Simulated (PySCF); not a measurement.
CH4ClInO. Atoms are numbered in the order given.

```xyz
8

In    -0.4345     0.0477     0.0000
H     -2.1344    -0.1120     0.0000
Cl     0.6922     2.0977     0.0000
O      0.8802    -1.4410     0.0000
C      0.5410    -2.7939     0.0000
H      0.9602    -3.3003    -0.8899
H      0.9602    -3.3003     0.8899
H     -0.5500    -2.9967     0.0000
```

Geometry: PBE0-D3(BJ)/def2-SVP. The structure was generated by enumeration; whether it is a known compound was not checked. The def2 effective core potentials stand for the cores of In; spin–orbit coupling is left out. One conformer was computed; it need not be the lowest.

Level of theory: PySCF with r2SCAN/def2-TZVP.

ESP charges are fitted to the potential on shells at 1.4 to 2.0 van der Waals radii. Atomic charges (e):

| atom | ESP fit | Löwdin |
|---|---|---|
| In1 | 0.81 | 0.19 |
| H2 | -0.15 | -0.07 |
| Cl3 | -0.34 | 0.06 |
| O4 | -0.47 | -0.09 |
| C5 | 0.07 | -0.40 |
| H6 | 0.04 | 0.10 |
| H7 | 0.04 | 0.10 |
| H8 | 0.00 | 0.10 |
